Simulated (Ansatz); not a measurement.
**Energy profile**

The step: SiH₄O ([OH][SiH3]) + BH₃S ([BH2][SH]) → BSiH₅O ([BH2][O][SiH3]) + H₂S; bonds formed: S2–H5; dative contacts that become bonds: B1–O6; bonds broken: B1–S2, H5–O6 (atoms numbered as in the saddle structure below).

| atom | x (Å) | y (Å) | z (Å) |
| --- | --- | --- | --- |
| B1 | -1.0584 | 0.2585 | 0.4560 |
| S2 | -1.2566 | -1.6021 | 1.2130 |
| H3 | -1.3359 | 1.0816 | 1.2798 |
| H4 | -1.6658 | 0.2679 | -0.5833 |
| H5 | 0.1280 | -1.0938 | 0.6997 |
| O6 | 0.4572 | 0.0902 | 0.2542 |
| Si7 | 1.2479 | 0.4902 | -1.1542 |
| H8 | -0.9688 | -1.3038 | 2.4912 |
| H9 | 0.7068 | -0.2981 | -2.2909 |
| H10 | 1.0644 | 1.9383 | -1.4149 |
| H11 | 2.6811 | 0.1712 | -0.9505 |

Electronic energies by CCSD(T) at an estimated basis limit (MP2 extrapolated from triple and quadruple zeta, plus CCSD(T) − MP2 in triple zeta), on PBE0-D4/def2-TZVP structures; BSiH₇SO, closed shell; no counterpoise correction. Program: Ansatz 0.2.0. Basis: def2-TZVPP and def2-QZVPP. Cores are frozen in the correlated methods. Extrapolation: Hartree–Fock as exp(−7.88 √X), correlation as X^−2.97.

**Question.** Give the profile in eV, counted from the separated reactants. (An estimate is asked for; the value comes from the calculation.)

**Answer.** Computed:
```csv
point,eV
"separated: BH₃S (linked as [BH2][SH]; B1, S2, H3, H4, H8; singlet) + SiH₄O (linked as [OH][SiH3]; H5, O6, Si7, H9, H10, H11; singlet)",0.000
start structure,-0.220
saddle,0.419
end structure,-0.476
"separated: BSiH₅O (linked as [BH2][O][SiH3]; B1, H3, H4, O6, Si7, H9, H10, H11; singlet) + H₂S (S2, H5, H8; singlet)",-0.413
```

No T1 diagnostic of these runs exceeds 0.015.

For scale, one of the runs: CCSD(T)/def2-TZVPP, 244 basis functions, launched by `ansatz run in.yaml --threads 3 --pin off --events-out ev --progress --plain --max-ram 6092MiB`. Time: 62 s of wall clock on 3 CPU threads of an Intel Xeon; the host was shared. Peak host memory: 5 GiB.
